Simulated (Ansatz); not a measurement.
```yaml
crystal:
  periodic: [false, false, false]
  atoms:
    - {symbol: C, position_ang: [-0.681239, -2.089290, -1.769184]}
    - {symbol: Sb, position_ang: [0.216854, -1.935517, 0.183802]}
    - {symbol: C, position_ang: [0.504165, 0.235667, 0.067604]}
    - {symbol: N, position_ang: [1.291483, 0.564019, -1.058364]}
    - {symbol: Ga, position_ang: [-1.255847, 1.224706, -0.147129]}
    - {symbol: O, position_ang: [1.161830, 0.643646, 1.322937]}
    - {symbol: Si, position_ang: [0.178256, 1.138265, 2.524254]}
    - {symbol: H, position_ang: [-1.739129, -1.834551, -1.696328]}
    - {symbol: H, position_ang: [-0.591070, -3.113642, -2.130670]}
    - {symbol: H, position_ang: [-0.175233, -1.407332, -2.451397]}
    - {symbol: H, position_ang: [1.809131, -2.240894, -0.391097]}
    - {symbol: H, position_ang: [1.428347, 1.561941, -1.175175]}
    - {symbol: H, position_ang: [2.187956, 0.090456, -1.084690]}
    - {symbol: H, position_ang: [-1.128843, 2.679762, -0.733833]}
    - {symbol: H, position_ang: [-2.635501, 0.485548, -0.026012]}
    - {symbol: H, position_ang: [-0.401317, 0.048942, 3.347434]}
    - {symbol: H, position_ang: [0.850862, 2.147030, 3.372274]}
    - {symbol: H, position_ang: [-1.020708, 1.801245, 1.845575]}
basis:
  gaussian: {orbitals: x2c-TZVPPall, point_charges: [{charge: 2.00, position_ang: [6.615, -0.678, -0.565]}]}
total_charge: -1
magnetization: {spin_polarized: true, initial_magnetization: 9}
hamiltonian: {xc: {name: HSE06}, dispersion: d3bjatm}
```

```sh
$ ansatz run in.yaml --threads 5 --pin off --events-out ev --progress --plain --max-ram 66560MiB --backend cuda --devices 0, --max-vram 37GiB
```

Shortened log:

```
Functional definition: HSE06
2633 factors; their error is unknown
172 factors; integrals over basis functions are off by at most 3.3e-7 eV
mean field evaluation 1: about -242882.7452 eV, gradient 5.3e1 eV
mean field evaluation 2: about -242787.7779 eV, gradient 1.3e2 eV
mean field evaluation 4: about -242869.0703 eV, gradient 5.2e1 eV
mean field evaluation 8: about -242897.0020 eV, gradient 6.6e-1 eV
mean field evaluation 16: about -242897.6480 eV, gradient 2.4e-5 eV
mean field -242897.64800168 eV, -8926.3239221227 hartree, gradient 1.3e-5 eV, S^2 24.773667; 10 other end points of the search recorded, 0 dependent functions left out
reference -242897.64806579 eV, -8926.3239244785 hartree; 72, 63 occupied and 356, 365 virtual orbitals, 2633 factors
Total energy: -242898.10101295 eV, -8926.3405699798 hartree
Relativity: scalar
```

(1) What is wrong with this run?

## Answers

(1) The spin is set far too high for this molecule. The calculation finished and met its thresholds. The result belongs to that input, not to the molecule as meant.

HSE06 is defined as in plane-wave codes.
